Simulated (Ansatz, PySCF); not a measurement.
Here is a job for Ansatz (an electronic-structure program).
Ansatz 0.2 input:
```yaml
crystal:
  periodic: [false, false, false]
  atoms:
    - {symbol: Re, position_ang: [-0.00000000, -0.00000000, -0.00000000]}
    - {symbol: O, position_ang: [1.39815894, -0.28174519, -0.91187613]}
    - {symbol: O, position_ang: [0.42640792, 0.28515594, 1.61326043]}
    - {symbol: O, position_ang: [-0.81278078, 1.35112420, -0.61611495]}
    - {symbol: O, position_ang: [-1.01178608, -1.35453494, -0.08526935]}
basis:
  gaussian:
    orbitals: def2-SVP
hamiltonian:
  xc: b3lyp
total_charge: -1
accuracy: high
```

Task: Convert this to an input for PySCF.

Result: Several could match; the one computed here: 
```python
from pyscf import gto, scf, dft

mol = gto.M(
    atom='''
Re   -0.000000   -0.000000   -0.000000
O     1.398159   -0.281745   -0.911876
O     0.426408    0.285156    1.613260
O    -0.812781    1.351124   -0.616115
O    -1.011786   -1.354535   -0.085269
''',
    basis='def2-svp',
    ecp={'Re': 'def2-svp'},
    charge=-1,
    spin=0,
    verbose=4,
)

mf = dft.RKS(mol)
mf.xc = 'b3lyp'
mf.grids.atom_grid = (99, 590)
mf.grids.prune = None
mf.kernel()
```

Both were run: Ansatz gave -379.191155 Eh and PySCF -379.191155 Eh, 0.000 mEh apart.
